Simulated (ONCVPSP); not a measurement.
**antimony (Sb): variants of one ONCV potential**

Base potential:

Sb (Z = 51), optimised norm-conserving Vanderbilt (ONCV), made with ONCVPSP 4.0.1 (PBE, scalar-relativistic). Core [Ar] 3d10, reference 4s2 4p6 4d10 5s2 5p2 (charge +1). Waves: 4s+5s: rc 1.35 bohr, ncon 3, nbas 6, qcut 7.8 1/bohr, 2 projectors; 4p+5p: rc 1.30 bohr, ncon 3, nbas 6, qcut 9.6 1/bohr, 3 projectors, debl 0.7 Ha; 4d: rc 1.00 bohr, ncon 3, nbas 7, qcut 11.4 1/bohr, 1 projector. Local part: polynomial inside 1.00 bohr (lpopt 5, dvloc0 6 Ha). Core correction: none.

Cutoffs, loose and tight: the cutoffs (Ha) at which the residual kinetic energy of the hardest occupied pseudo-wave falls to 1 and 0.1 mHa per electron. They do not see the model core or the augmentation charge, which bear on the density cutoff. Test errors are all-electron minus pseudo excitation energies from the reference, over the configurations 4s2 4p6 4d10 5s2 5p3; 4s2 4p6 4d10 5s2 5p1; 4s2 4p6 4d10 5s2 5p0; 4s1 4p6 4d10 5s2 5p3. A dash means not determined; rows that change the core or the reference have their own tests.

```
      change    outcome  cutoff, loose  cutoff, tight  bound ghosts  GHOST(+) flags above zero  largest test error (meV)
        base  generated          49 Ha          57 Ha          none                       none                      -408
d: qcut 10.7  generated          48 Ha          56 Ha          none                       none                      -411
d: qcut 12.9  generated          51 Ha          61 Ha          none                       none                      -405
d: qcut 14.7  generated          51 Ha          61 Ha          none                       none                      -405
d: qcut 16.2  generated          50 Ha          60 Ha          none                       none                      -405
```

What comes out with this change to the base: d: qcut 9.1?

outcome: generated; cutoff, loose: 56 Ha; cutoff, tight: 180 Ha; bound ghosts: none; GHOST(+) flags above zero: none; largest test error (meV): -422.

What comes out with this change to the base: d: qcut 7.1?

outcome: generated; bound ghosts: none; GHOST(+) flags above zero: none; largest test error (meV): -460.

Reading the sweep of the qcut of the d channel (base included, trends over the rows without a ghost): The loose cutoff stays near 51 Ha. The median size of the test errors (rows with all tests solved) stays near 6.2 meV.
